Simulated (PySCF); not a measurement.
Some computed properties have been withheld. Give your best values.

Compound: C6H5ClFN.
InChI=1S/C6H5ClFN/c1-4-2-5(8)3-6(7)9-4/h2-3H,1H3

| property | level | value |
| --- | --- | --- |
| point group of the GFN2-xTB geometry | GFN2-xTB | Cs |
| rotational constants A, B, C of the GFN2-xTB geometry | GFN2-xTB | 1.801, 1.149, 0.705 GHz |
| dipole moment | PBE0/def2-SVPD | 2.12 D |
| HOMO energy | PBE0/def2-SVPD | -7.63 eV |
| LUMO energy | PBE0/def2-SVPD | ? |
| lowest singlet excitation | TDDFT PBE0/def2-SVPD | 5.34 eV (232 nm, f = 0.000) |
| strongest line among the 6 lowest singlet transitions | TDDFT PBE0/def2-SVPD | S6 at 6.80 eV (182 nm, f = 0.383) |
| lowest triplet excitation (Tamm–Dancoff) | TDA PBE0/def2-SVPD | 4.05 eV |
| static isotropic polarisability | PBE0/def2-SVPD | 90.5 au |
| electronic spatial extent ⟨r²⟩ about the centre of nuclear charge | PBE0/def2-SVPD | ? |
| 13C chemical shifts (computed TMS as zero) by class | GIAO PBE0/pcSseg-1 | 180.4 (1 C), 166.8 (1 C), 163.3 (1 C), 114.9 (1 C), 113.7 (1 C), 27.0 (1 C) ppm |
| 1H chemical shifts (computed TMS as zero) by class | GIAO PBE0/pcSseg-1 | ? |
| isotropic shieldings of nuclei other than C and H, by class | GIAO PBE0/pcSseg-1 | ? |

Gas-phase values; electronic properties from PySCF, density fitting. Isolated species at its GFN2-xTB geometry, gas phase.

Problem. What are the isotropic shieldings of nuclei other than C and H, by class?

Solution. -70 (1 N), 275 (1 F), 638 (1 Cl) ppm.

Problem. Give the electronic spatial extent ⟨r²⟩ about the centre of nuclear charge.

Solution. 1476 bohr².

Problem. What is the LUMO energy?

Solution. -1.11 eV.

Problem. The 1H chemical shifts (computed TMS as zero) by class?

Solution. 7.04 (1 H), 6.93 (1 H), 2.71 (3 H) ppm.

The dipole matches unit charges of opposite sign 0.44 Å apart (1 e·Å = 4.8032 D). The principal polarisabilities are 55.7, 98.0 and 117.7 au; their mean is the isotropic value. With B = h/(8π²I), that is 505.379 GHz u Å² over I, the principal moments of inertia are 280.7, 439.8 and 717.3 u Å² (most abundant isotopes); the inertial defect Ic − Ia − Ib is -3.2 u Å² (zero for a rigid planar frame, negative otherwise). The rotational constants make it an asymmetric top with κ = (2B − A − C)/(A − C) = -0.19, nearer the prolate limit (−1). The polarisability is 13.41 Å³ as a volume (1 au = 0.148185 Å³), or 1.22 au for each of the 74 electrons. No computed singlet falls in the visible range (750 to 380 nm, 1.65 to 3.26 eV); S1 lies 2.08 eV above its blue end.

For the TDDFT job (PBE0/def2-SVPD), on an Arm Neoverse N1 with one thread, on a shared host, this took 68 s of wall time and 0.92 GiB of memory at its peak.
